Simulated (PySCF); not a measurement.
## Magnetic susceptibility: `C=C(C)[C@H]1C[C@H](N)C1`, C7H13N

Geometry (Å), atoms numbered from 1 in this order:
```xyz
21

C    -2.4200    1.4244    0.3251
C    -1.5023    0.4855    0.1467
C    -1.8719   -0.8905   -0.3187
C    -0.0519    0.7694    0.4007
C     0.7045   -0.2672    1.2629
C     1.4857   -0.7380    0.0248
N     2.9122   -0.8403    0.2064
C     0.9029    0.4550   -0.7744
H    -2.1658    2.4149    0.6634
H    -3.4659    1.2420    0.1428
H    -1.6429   -1.6294    0.4476
H    -1.3148   -1.1602   -1.2136
H    -2.9343   -0.9449   -0.5418
H     0.0437    1.7918    0.7713
H     1.3539    0.1944    2.0040
H     0.0948   -1.0175    1.7583
H     1.1348   -1.7016   -0.3528
H     3.2923    0.0436    0.5306
H     3.3703   -1.0778   -0.6667
H     0.4302    0.2181   -1.7253
H     1.6356    1.2453   -0.9372
```

Theory: GIAO PW91/6-31G magnetisability, rotational g tensor and spin-rotation constants, non-relativistic, gas phase (PySCF). Geometry: GFN2-xTB.

Problem. What are the magnetisability and the molar susceptibility?

Solution. Isotropic -1320 × 10⁻³⁰ J/T², or -79.5 × 10⁻⁶ cm³/mol; principal values -1432, -1383, -1145 × 10⁻³⁰ J/T², anisotropy 266 × 10⁻³⁰ J/T² (root of half the summed squared differences of the principal values). The susceptibility is in cgs units.

Problem. Split it along the inertial axes a, b, c into diamagnetic and paramagnetic parts about the centre of mass, with the quadrupole moment.

Solution. 
```
axis  χ (10⁻⁶ cm³/mol)  diamagnetic (10⁻⁶ cm³/mol)  paramagnetic (10⁻⁶ cm³/mol)  summed x² of all electrons (Å²)  quadrupole Θ (D Å)
   a             -80.4                      -393.7                        313.3                            230.3               -2.94
   b             -72.0                     -1141.8                       1069.8                             53.9               +4.54
   c             -86.1                     -1205.7                       1119.7                             38.9               -1.59
```
Anisotropies 2χaa − χbb − χcc = -2.7 and 2χbb − χaa − χcc = +22.5 × 10⁻⁶ cm³/mol. Θ is traceless in Buckingham's convention.

Problem. And the rotational g tensor?

Solution. 
| axis | rotational constant (GHz) | g | nuclear part | electronic part |
| --- | --- | --- | --- | --- |
| a | 4.6982 | -0.0170 | 0.6745 | -0.6916 |
| b | 1.1948 | -0.0115 | 0.5890 | -0.6005 |
| c | 1.1332 | -0.0015 | 0.5946 | -0.5961 |

Asymmetric top; isotopes 12C, 1H, 14N; no vibrational averaging.
